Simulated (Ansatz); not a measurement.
C₄H₁₁AlO (SMILES CC[O][AlH][CH2]C), singlet, geometry from GFN2-xTB (such geometries of metal compounds can be far from the true shape); Ansatz (an electronic-structure program) with CASSCF(4,6)/STO-3G.

Ansatz was given this input:
Ansatz 0.2 input:
```yaml
crystal:
  periodic: [false, false, false]
  atoms:
    - {symbol: Al, position_ang: [-0.62770021, 0.67268672, -0.01875958]}
    - {symbol: H, position_ang: [-1.58998940, 1.76753915, 0.46232122]}
    - {symbol: C, position_ang: [-0.52983802, 0.21692995, -1.97163447]}
    - {symbol: C, position_ang: [-1.51369798, 1.10283678, -2.74641748]}
    - {symbol: H, position_ang: [-0.76652582, -0.83885503, -2.16499728]}
    - {symbol: H, position_ang: [0.48034484, 0.35676092, -2.38159724]}
    - {symbol: H, position_ang: [-1.27322208, 2.15615501, -2.60610779]}
    - {symbol: H, position_ang: [-2.53091862, 0.95124374, -2.38686391]}
    - {symbol: H, position_ang: [-1.49347376, 0.88723703, -3.81535414]}
    - {symbol: O, position_ang: [0.24694300, -0.02459256, 1.18809161]}
    - {symbol: C, position_ang: [1.02139160, -0.66643220, 2.15850358]}
    - {symbol: C, position_ang: [1.87266504, -1.77016498, 1.54324497]}
    - {symbol: H, position_ang: [1.66779641, 0.07599293, 2.64219488]}
    - {symbol: H, position_ang: [0.35437937, -1.09110698, 2.91852481]}
    - {symbol: H, position_ang: [2.53595056, -1.34831888, 0.79172837]}
    - {symbol: H, position_ang: [2.46581770, -2.25744169, 2.31274341]}
    - {symbol: H, position_ang: [1.23127559, -2.50641059, 1.06436977]}
basis:
  gaussian:
    orbitals: STO-3G
hamiltonian:
  xc: hf
magnetization: {spin_polarized: false}
correlation: {active_space: {window: {electrons: 4, orbitals: 6}}}
```

It wrote (shortened):

```
Functional definition: HF
604 factors; integrals over basis functions are off by at most 6.3e-5 eV
mean field evaluation 1: about -12757.3307 eV, gradient 2.7e1 eV
mean field evaluation 2: about -12757.6260 eV, gradient 2.7e1 eV
mean field evaluation 4: about -12760.1777 eV, gradient 1.8e0 eV
mean field evaluation 8: about -12760.1914 eV, gradient 1.8e-5 eV
mean field -12760.19138691 eV, -468.9283843007 hartree, gradient 1.3e-6 eV, S^2 0.000000; 0 other end points of the search recorded, 0 dependent functions left out
reference -12760.19138691 eV, -468.9283843007 hartree; 28, 28 occupied and 17, 17 virtual orbitals, 604 factors
state -12761.09886226 eV, -468.9617334044 hartree
2 active orbitals were swapped for others, from the solution at -12761.05360738 eV, -468.9600703183 hartree to that at -12761.09852918 eV, -468.9617211643 hartree; typed "places" are swapped only where nearly empty or full, and so, without "given_window_search", are "orbital_numbers", "shells" and a window whose orbitals a file names under [Active]
1 active orbitals were swapped for others, from the solution at -12761.09852918 eV, -468.9617211643 hartree to that at -12761.09886226 eV, -468.9617334044 hartree; typed "places" are swapped only where nearly empty or full, and so, without "given_window_search", are "orbital_numbers", "shells" and a window whose orbitals a file names under [Active]
Total energy: -12761.09886226 eV, -468.9617334044 hartree
```
